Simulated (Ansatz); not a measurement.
Relaxation of Cd₃Te₃H₁₂, a cluster cut from wurtzite CdTe (hydrogen-capped) with RKS PBE0-D4/def2-SVP.

```sh
$ ansatz run in.yaml --threads 4 --pin off --events-out ev --progress --plain --max-ram 4787MiB
```

```yaml
crystal:
  periodic: [false, false, false]
  atoms:
    - {symbol: Cd, position_ang: [-3.000350, -1.719600, 0.080770]}
    - {symbol: Cd, position_ang: [2.979010, -1.735940, 0.079480]}
    - {symbol: Cd, position_ang: [0.008110, 3.456600, 0.080170]}
    - {symbol: Te, position_ang: [-0.011860, -2.555530, -0.042090]}
    - {symbol: Te, position_ang: [-2.210000, 1.280080, -0.042860]}
    - {symbol: Te, position_ang: [2.231900, 1.284890, -0.043770]}
    - {symbol: H, position_ang: [-0.009160, -3.768720, 1.024880]}
    - {symbol: H, position_ang: [-0.002290, -3.612480, -1.264800]}
    - {symbol: H, position_ang: [-3.446230, -1.987460, -1.496330]}
    - {symbol: H, position_ang: [-3.269530, -1.877270, 1.711160]}
    - {symbol: H, position_ang: [-3.127290, 1.808350, -1.263140]}
    - {symbol: H, position_ang: [-3.264470, 1.877960, 1.024990]}
    - {symbol: H, position_ang: [3.437250, -1.994420, -1.496770]}
    - {symbol: H, position_ang: [3.259290, -1.905100, 1.706540]}
    - {symbol: H, position_ang: [3.137710, 1.795190, -1.281700]}
    - {symbol: H, position_ang: [3.289980, 1.901060, 1.010540]}
    - {symbol: H, position_ang: [-0.012360, 3.774200, 1.709760]}
    - {symbol: H, position_ang: [0.010310, 3.978180, -1.496840]}
basis:
  gaussian: {orbitals: def2-SVP}
hamiltonian: {xc: pbe0, dispersion: d4}
scf: {lower_state_search: "off"}
output: {orbitals: {seedname: orbitals}}
relax: {f_tol: 0.02, max_steps: 100}
```

Hardware: 4 threads of Arm Neoverse V1 on a shared host. Wall time 52 s, peak host memory 1 GiB.

Positions (Å) and forces (eV/Å) at steps 1, 2, 3, 4, 5 of 5:

```xyz
18
step=1 energy=-35763.1656 eV
Cd   -3.000   -1.720    0.081   -0.575   -0.339    0.007
Cd    2.979   -1.736    0.079    0.583   -0.329   -0.001
Cd    0.008    3.457    0.080   -0.007    0.668    0.010
Te   -0.012   -2.556   -0.042    0.003    1.042    0.059
Te   -2.210    1.280   -0.043    0.915   -0.525    0.066
Te    2.232    1.285   -0.044   -0.912   -0.528    0.073
H    -0.009   -3.769    1.025    0.002   -0.577    0.629
H    -0.002   -3.612   -1.265    0.001   -0.493   -0.697
H    -3.446   -1.987   -1.496    0.054    0.036   -0.657
H    -3.270   -1.877    1.711    0.137    0.085    0.656
H    -3.127    1.808   -1.263   -0.437    0.252   -0.712
H    -3.264    1.878    1.025   -0.500    0.290    0.633
H     3.437   -1.994   -1.497   -0.067    0.042   -0.655
H     3.259   -1.905    1.707   -0.141    0.083    0.669
H     3.138    1.795   -1.282    0.422    0.241   -0.690
H     3.290    1.901    1.011    0.509    0.292    0.614
H    -0.012    3.774    1.710    0.007   -0.166    0.653
H     0.010    3.978   -1.497    0.006   -0.072   -0.656
18
step=2 energy=-35763.7569 eV
Cd   -3.170   -1.819    0.089   -0.342   -0.205    0.024
Cd    3.150   -1.833    0.088    0.360   -0.206    0.019
Cd    0.007    3.652    0.088   -0.009    0.403    0.023
Te   -0.009   -2.543   -0.043    0.002   -0.246   -0.016
Te   -2.199    1.273   -0.044   -0.216    0.122   -0.019
Te    2.218    1.276   -0.044    0.216    0.125   -0.018
H    -0.008   -3.782    1.077    0.001    0.124   -0.126
H    -0.003   -3.622   -1.319   -0.002    0.101    0.142
H    -3.453   -1.989   -1.590    0.068    0.044    0.137
H    -3.260   -1.871    1.799    0.065    0.040   -0.162
H    -3.136    1.813   -1.319    0.088   -0.051    0.143
H    -3.275    1.886    1.078    0.111   -0.059   -0.127
H     3.439   -1.994   -1.592   -0.079    0.046    0.145
H     3.249   -1.897    1.797   -0.071    0.045   -0.163
H     3.145    1.800   -1.332   -0.091   -0.049    0.144
H     3.302    1.906    1.060   -0.111   -0.068   -0.121
H    -0.009    3.761    1.798    0.011   -0.080   -0.164
H     0.012    3.982   -1.591    0.002   -0.086    0.140
18
step=3 energy=-35763.8740 eV
Cd   -3.335   -1.916    0.091   -0.054   -0.033    0.011
Cd    3.319   -1.928    0.091    0.058   -0.033    0.007
Cd    0.006    3.843    0.090   -0.002    0.063    0.010
Te   -0.009   -2.553   -0.042    0.001    0.025   -0.001
Te   -2.208    1.278   -0.045    0.020   -0.013   -0.001
Te    2.225    1.280   -0.041   -0.025   -0.015    0.000
H    -0.007   -3.789    1.065    0.001   -0.014    0.021
H    -0.003   -3.633   -1.304   -0.001   -0.013   -0.017
H    -3.540   -2.037   -1.593   -0.001    0.001    0.106
H    -3.337   -1.914    1.795   -0.009   -0.005   -0.120
H    -3.145    1.819   -1.304   -0.011    0.007   -0.018
H    -3.280    1.891    1.064   -0.011    0.009    0.020
H     3.522   -2.040   -1.595   -0.002    0.001    0.116
H     3.325   -1.938    1.794    0.008   -0.003   -0.124
H     3.150    1.805   -1.316    0.011    0.007   -0.014
H     3.306    1.907    1.051    0.013    0.007    0.018
H    -0.002    3.847    1.793    0.004    0.010   -0.122
H     0.013    4.078   -1.595   -0.001    0.000    0.109
18
step=4 energy=-35763.8876 eV
Cd   -3.400   -1.955    0.088   -0.004   -0.002    0.001
Cd    3.389   -1.965    0.087    0.004   -0.002    0.000
Cd    0.006    3.921    0.087    0.000    0.003    0.000
Te   -0.007   -2.544   -0.041    0.002   -0.023   -0.001
Te   -2.199    1.276   -0.045   -0.021    0.010   -0.001
Te    2.209    1.270   -0.038    0.020    0.013   -0.001
H    -0.004   -3.780    1.071   -0.001    0.011   -0.006
H    -0.004   -3.629   -1.300    0.000    0.006    0.008
H    -3.601   -2.072   -1.586   -0.005   -0.003   -0.002
H    -3.392   -1.948    1.779   -0.005   -0.003    0.001
H    -3.141    1.820   -1.302    0.005   -0.003    0.008
H    -3.267    1.892    1.069    0.009   -0.005   -0.006
H     3.584   -2.074   -1.588    0.005   -0.003   -0.002
H     3.387   -1.968    1.779    0.005   -0.002    0.001
H     3.138    1.800   -1.310   -0.005   -0.003    0.008
H     3.290    1.894    1.059   -0.010   -0.006   -0.005
H     0.003    3.914    1.778    0.001    0.006    0.001
H     0.010    4.150   -1.588    0.000    0.006   -0.002
18
step=5 energy=-35763.8884 eV
Cd   -3.412   -1.962    0.084    0.000    0.000   -0.003
Cd    3.403   -1.973    0.083    0.000    0.000   -0.002
Cd    0.007    3.935    0.083    0.000    0.000   -0.002
Te   -0.005   -2.553   -0.043    0.000   -0.001    0.001
Te   -2.207    1.279   -0.047   -0.001    0.001    0.001
Te    2.214    1.274   -0.043    0.001    0.000    0.000
H    -0.007   -3.777    1.079    0.000    0.001    0.000
H    -0.003   -3.649   -1.292    0.000   -0.001    0.002
H    -3.611   -2.078   -1.590   -0.002   -0.001    0.001
H    -3.407   -1.957    1.776   -0.001   -0.001    0.000
H    -3.157    1.831   -1.295   -0.001    0.000    0.002
H    -3.265    1.893    1.077    0.001    0.000    0.000
H     3.596   -2.083   -1.593    0.002   -0.001    0.000
H     3.403   -1.975    1.774    0.001    0.000   -0.001
H     3.155    1.812   -1.302    0.001    0.001    0.002
H     3.283    1.891    1.068   -0.001   -0.001    0.000
H     0.005    3.930    1.774    0.000    0.001   -0.001
H     0.009    4.163   -1.592    0.000    0.002    0.001
```

In the def2 sets Cd, Te take a core potential; there is no spin–orbit coupling.
